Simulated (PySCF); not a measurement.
# Working out the excitation energy of C²⁺

C²⁺ [He] 2s2 (1S) → C²⁺ [He] 2s1 3d1 (3D). Computed with PySCF 2.14 in aug-cc-pVDZ-DK, with scalar relativity by spin-free X2C-1e. Frozen: 1s2. Energies in hartree (1 hartree = 27.21139 eV):

```tsv
part	C²⁺ (lower)	C²⁺ (upper)
UHF	-36.416926	-35.237602
MP2 opposite-spin	-0.039586	0.000000
MP2 same-spin	0.000000	-0.001917
```

**Question.** What does Hartree-Fock give?

**Answer.** (-35.237602) − (-36.416926) = 1.179324 hartree = 32.091 eV.

**Question.** What do MP2 and SCS-MP2 (6/5 opposite-spin, 1/3 same-spin) give?

**Answer.** The opposite-spin parts differ by 1.077 eV and the same-spin parts by -0.052 eV. MP2: 32.091 + (1.077) + (-0.052) = 33.116 eV. SCS-MP2: 32.091 + 1.2 × (1.077) + (-0.052)/3 = 33.366 eV.

A double-zeta basis recovers only part of the correlation energy.
